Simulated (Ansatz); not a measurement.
Mulliken charges of ClFGaH$_{3}$OSi, SMILES `[F][Ga]([Cl])[O][SiH3]` from r2SCAN/def2-TZVPP in Ansatz (PBE0-D4/def2-TZVP geometry).

| atom | x (Å) | y (Å) | z (Å) | charge (e) |
| --- | --- | --- | --- | --- |
| F1 | -0.086 | -1.890 | 1.766 | -0.355 |
| Ga2 | 1.083 | -1.126 | 0.732 | 0.775 |
| Cl3 | 3.076 | -1.787 | 0.772 | -0.207 |
| O4 | 0.553 | 0.176 | -0.309 | -0.421 |
| Si5 | -0.844 | 0.971 | -0.655 | 0.434 |
| H6 | -1.431 | 1.560 | 0.577 | -0.075 |
| H7 | -1.833 | 0.044 | -1.265 | -0.077 |
| H8 | -0.518 | 2.052 | -1.617 | -0.075 |

Q: By hand: the dipole of these point charges (1 e Å = 4.8032 D).

A: Σ q r = (-0.079, 0.241, -0.198) e Å, of length 0.322 e Å = 1.55 D.

Q: How does the dipole of the full density compare? (An estimate is asked.)

A: Computed: (0.020, 0.129, -0.125) e Å, 0.87 D; the point charges give 1.78 times that, at 21° from its direction.

Point charges leave out the atoms' own dipoles, such as those of lone pairs, and Mulliken's split depends on the basis, so the two needn't agree.
